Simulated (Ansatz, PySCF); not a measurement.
Cl₃Y. Atoms are numbered in the order given.

```xyz
4

Y      0.0000     0.0000     0.0000
Cl     2.4481     0.0000     0.0000
Cl    -1.2240    -2.1201     0.0000
Cl    -1.2240     2.1201     0.0000
```
Charge 0, spin multiplicity 1.

Coordinates come from a B3LYP-D3(BJ)/def2-SVP optimisation. The isomer is the one that the SMILES or the coordinates give; other isomers of the formula were not compared. The def2 effective core potentials stand for the cores of Y; spin–orbit coupling is left out.

Vertical ionisation energy (IE) and electron affinity (EA) in eV. Rows of orbital energies are one-electron estimates. Where ΔSCF, EOM or ADC give a negative EA the extra electron is unbound and the value depends on the basis.

| level | IE | EA |
|---|---|---|
| −ε(HOMO), −ε(LUMO), M06-2X/def2-TZVPD (PySCF) | 10.44 | 2.47 |
| −ε(HOMO), −ε(LUMO), PBE/def2-TZVPD (PySCF) | 7.77 | 3.72 |
| ΔSCF, CAM-B3LYP/def2-SVPD (Ansatz), final states of multiplicity 2 and 2 | 11.46 | 1.58 |
| ΔSCF, PBE/def2-SVPD (Ansatz), final states of multiplicity 2 and 2 | 10.49 | 1.54 |

Question: What vertical singlet–triplet gap does ΔSCF give with CAM-B3LYP/def2-SVPD (Ansatz, a program for electronic structure) and with PBE/def2-SVPD (Ansatz)? (The exact figures need the calculation; the answer reports its results.)

Answer: 5.27 and 4.37 eV (triplet above singlet where positive).
